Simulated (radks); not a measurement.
Problem. The mean radii <r> (bohr) of the occupied orbitals of an atom or ion are listed with their occupations. Calculated with a radial shooting solver on a logarithmic mesh with Libxc functionals: Dirac Kohn-Sham, PBEsol, spin-unpolarised, spherical densities, finite nucleus; Fermi nuclear charge, rms radius of each element as measured or else 0.836 A^(1/3) + 0.57 fm.

orbital  occ.      <r>
1s1/2       2  0.02319
2s1/2       2  0.09849
2p1/2       2  0.08246
2p3/2       4  0.08898
3s1/2       2   0.2602
3p1/2       2   0.2498
3p3/2       4   0.2624
3d3/2       4   0.2339
3d5/2       6   0.2378
4s1/2       2   0.5868
4p1/2       2   0.5996
4p3/2       4   0.6262
4d3/2       4   0.6593
4d5/2       6   0.6680
5s1/2       2    1.229
4f5/2       2   0.7518

Name the element and its charge. Open shells, if any, fill j = l - 1/2 first.

Solution. Z = 61, promethium, charge +11: Pm11+ in [Kr] 4d10 4f2 5s2. The 1s radius gives Z: for a bare nucleus <r> = (2 gamma + 1)/(2Z) with gamma = sqrt(1 - (Z/c)^2), 0.02288 bohr for Z = 61, and screening makes it slightly larger (0.02319 here). The occupations add up to 50, and the charge is Z minus that.
